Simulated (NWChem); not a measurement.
# CH7NSi; SMILES NC[SiH3]

```xyz
10

N      0.4022    -1.6167     0.0742
C     -0.6412    -0.6104    -0.0249
Si     0.1189     1.1235     0.0173
H      0.0073    -2.5526     0.1424
H      0.9873    -1.6119    -0.7588
H     -1.3167    -0.6965    -0.9045
H     -1.2970    -0.6801     0.8609
H     -0.9393     2.1583    -0.2075
H      1.1394     1.2493    -1.0717
H      0.7866     1.3835     1.3272
```
Atoms are numbered in this order, from 1.

Computed with NWChem. Structure relaxed at the PBE0/def2-SVP level. Ions are spin-unrestricted doublets at the neutral geometry; other ion states weren't tried.

Order these by “ΔSCF minus −ε(HOMO) (eV)”, lowest first: B3LYP/aug-cc-pVDZ; PBE/aug-cc-pVDZ; BHandHLYP/aug-cc-pVDZ.

BHandHLYP/aug-cc-pVDZ (0.96), B3LYP/aug-cc-pVDZ (2.61), PBE/aug-cc-pVDZ (3.61)
